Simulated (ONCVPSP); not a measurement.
**Before and after: ONCV potential for lanthanum**

lanthanum, optimised norm-conserving Vanderbilt (ONCV), made with ONCVPSP 4.0.1 (PBEsol, fully relativistic). Core [Kr] 4d10, reference 5s2 5p6 5d1.5 6s1.5. Waves: 5s+6s: rc 2.20 bohr, ncon 4, nbas 8, qcut 4.6 1/bohr, 2 projectors; 5p: rc 1.95 bohr, ncon 4, nbas 7, qcut 4.7 1/bohr, 2 projectors, debl 2 Ha; 5d: rc 3.40 bohr, ncon 3, nbas 8, qcut 5 1/bohr, 2 projectors, debl 0.4 Ha; f scattering state at 0.41 Ha: rc 3.70 bohr, ncon 3, nbas 8, qcut 2.6 1/bohr, 2 projectors, debl 1.9 Ha. Local part: polynomial inside 1.35 bohr (lpopt 5, dvloc0 3 Ha). Core correction: none.

Open shells are filled in proportion to 2j + 1.

In the f channel the program set the typed energies aside and used -0.126, 1.774 Ha (j = l + 1/2; the other j can differ).

Change: d: rc 4.96.

Cutoffs: the cutoffs (Ha) at which the residual kinetic energy of the hardest occupied pseudo-wave falls to 1 and 0.1 mHa per electron; they do not see the model core or the augmentation charge, which bear on the density cutoff. Errors are all-electron minus pseudo energies relative to the spin-unpolarised reference configuration.

Question: Predict the effect on cutoff, ghosts and configuration errors.

Answer: The potential gets neither clearly harder nor softer (12 Ha and 35 Ha → 12 Ha and 35 Ha); the p channel sets the loose cutoff, while the largest relative change is in d, which becomes softer; of the 4 tests that both files solve, the error grows in 4 and shrinks in 0 by more than 15 % and 0.3 meV (median size 0.2 → 4.7 meV); neither file shows a bound ghost. More of the atom is replaced by a form fitted at one configuration, so other configurations suffer.

```csv
quantity,base,changed
"cutoff, loose",12 Ha,12 Ha
"cutoff, tight",35 Ha,35 Ha
loose cutoff by channel,"s 8.8 Ha, p 12 Ha, d 5.9 Ha","s 8.8 Ha, p 12 Ha, d 4.6 Ha"
bound ghosts,none,none
GHOST(+) flags under 300 eV,"s at 32.9 eV, f5/2 at 211.7 eV, f7/2 at 211.7 eV","s at 32.9 eV, f5/2 at 211.7 eV, f7/2 at 211.7 eV"
"error for 5s2 5p6 5d1 6s2, meV [ΔE -0.36 eV]",-0.8,+4.2
"error for 5s2 5p6 5d1 6s1, meV [ΔE 5.64 eV]",0.0,+5.6
"error for 5s2 5p6 5d1 6s0, meV [ΔE 16.49 eV]",0.0,+4.8
"error for 5s2 5p6 5d1 6s1.5, meV [ΔE 2.06 eV]",-0.4,+4.6
s: phases at 2.24 bohr within 0.05 rad from the reference energy up to (Ha; the scan ends near 5),1.0,1.0
p3/2: phases at 1.98 bohr within 0.05 rad from the reference energy up to (Ha; the scan ends near 5),3.2,3.2
p1/2: phases at 1.98 bohr within 0.05 rad from the reference energy up to (Ha; the scan ends near 5),3.1,3.1
f7/2: phases at 3.76 bohr within 0.05 rad from the reference energy up to (Ha; the scan ends near 5),-0.1,-0.1
f5/2: phases at 3.76 bohr within 0.05 rad from the reference energy up to (Ha; the scan ends near 5),n/a,n/a
```

Base: The cutoffs count occupied waves only; projector 2 of the f channel, the hardest unoccupied one, needs 44 Ha at the loose tolerance. Changed file: The cutoffs count occupied waves only; projector 2 of the f channel, the hardest unoccupied one, needs 44 Ha at the loose tolerance.
